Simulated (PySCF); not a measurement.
Interval between two levels of Ga by level of theory

Ga [Ar] 3d10 4s2 4p1 [2P3/2, M_J = 3/2] → Ga [Ar] 3d10 4s1 4p1 5s1 [4P5/2, M_J = 5/2], as a difference of total energies. All numbers are calculated (PySCF 2.14, the two-component X2C-1e Hamiltonian, in x2c-TZVPall-2c with one added diffuse shell each of s, p, d type (7s8p5d1f, 63 functions)). Correlated levels: [Ne] frozen. "Screened" scales the spin-orbit matrix elements by Boettger's factors to mimic the two-electron term; Breit and QED terms are absent.

```
                    method  interval between two levels (cm⁻¹)
           GHF (spin-free)                               59580
          GMP2 (spin-free)                               68744
 GHF (screened spin-orbit)                               59732
GMP2 (screened spin-orbit)                               68898
```

The labels give the starting determinants; with spin-orbit coupling the two ends relaxed to ⟨J²⟩ = 3.76, ⟨L²⟩ = 2.01, ⟨S²⟩ = 0.76 and ⟨J²⟩ = 8.76, ⟨L²⟩ = 2.01, ⟨S²⟩ = 3.75.

The promoted electron is Rydberg-like, and one or two diffuse shells describe it only roughly, which tends to raise the upper state.
